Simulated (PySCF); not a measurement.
Where the electron goes

Compound: C6H9NSi.
SMILES with atom numbers: `[CH2:1]=[CH:2][c:3]1[cH:4][cH:5][cH:6][n:7]1[SiH3:8]` (hydrogens: H9, H10 on C1; H11 on C2; H12 on C4; H13 on C5; H14 on C6; H15, H16, H17 on Si8)

Geometry (PBE0-D3(BJ)/def2-SVP, Å), atoms numbered from 1 in this order:
```xyz
17
C6H9NSi angstrom
C      2.6543   -0.6651   -0.6946
C      1.5972    0.0541   -0.2906
C      0.2533   -0.4438   -0.0653
C     -0.2493   -1.7355   -0.0751
C     -1.6344   -1.6631    0.2092
C     -1.9424   -0.3322    0.3823
N     -0.7987    0.4186    0.2200
Si    -0.7392    2.1883    0.3484
H      3.6346   -0.2023   -0.8221
H      2.5752   -1.7339   -0.9097
H      1.7538    1.1243   -0.1025
H      0.3326   -2.6368   -0.2579
H     -2.3330   -2.4943    0.2825
H     -2.8942    0.1431    0.6116
H      0.1735    2.6023    1.4516
H     -0.2678    2.7898   -0.9304
H     -2.1367    2.6046    0.6431
```

Level of theory: PySCF 2.14.0, density-fitted response routines, TDDFT CAM-B3LYP/def2-SVPD, vertical, gas phase, core orbitals frozen in the response.

Frontier orbitals with the atoms that hold most of them (Löwdin shares over 4%, at most four atoms; ? is withheld):

```json
{"orbital": "HOMO-3", "ε (eV)": "-11.30", "atoms": "C2 15%, Si8 14%, C1 12%, H11 8%"}
{"orbital": "HOMO-2", "ε (eV)": "-9.95", "atoms": "C2 33%, C1 25%, C3 12%, C6 8%"}
{"orbital": "HOMO-1", "ε (eV)": "-8.50", "atoms": "N7 26%, C5 26%, C4 24%, C6 7%"}
{"orbital": "HOMO", "ε (eV)": "?", "atoms": "?"}
{"orbital": "LUMO", "ε (eV)": "0.29", "atoms": "?"}
{"orbital": "LUMO+1", "ε (eV)": "1.13", "atoms": "Si8 49%, H17 10%, H16 9%, H15 9%"}
{"orbital": "LUMO+2", "ε (eV)": "1.16", "atoms": "Si8 42%, H16 12%, H15 12%, H17 12%"}
```

(1) Give the leading atoms of the HOMO.

(2) Which atoms hold the LUMO, and with what shares?

(3) What is the HOMO energy, and the HOMO–LUMO gap?

Results:

(1) C6 (bonded to C, N and H) 20%; C3 (bonded to 2 C and N) 18%; C1 (bonded to C and 2 H) 16%; C4 (bonded to 2 C and H) 12%.

(2) C1 (bonded to C and 2 H) 24%; C2 (bonded to 2 C and H) 20%; C4 (bonded to 2 C and H) 10%; C3 (bonded to 2 C and N) 9%.

(3) ε(HOMO) = -6.97 eV; the gap is 7.26 eV (0.2670 hartree).

Q: The HOMO–LUMO gap is 7.26 eV. Where does the response calculation put the lowest singlet, and from which orbitals?

A: S1 is at 4.71 eV (f = 0.383), 2.55 eV below the gap, made of HOMO→LUMO (97%). 

Q: One configuration dominates each of S1 and S3. Which, and how do the shares of the two leading atoms of either orbital change from the occupied to the empty one?

A: 
- S1 (4.71 eV, f 0.383), HOMO→LUMO (97%): C6 20% → at most 10%, C3 18% → 9%, C1 16% → 24%, C2 at most 13% → 20%
- S3 (5.83 eV, f 0.035), HOMO-1→LUMO (74%): N7 26% → at most 10%, C5 26% → at most 10%, C1 at most 7% → 24%, C2 at most 7% → 20%

One conformer stands for the species.
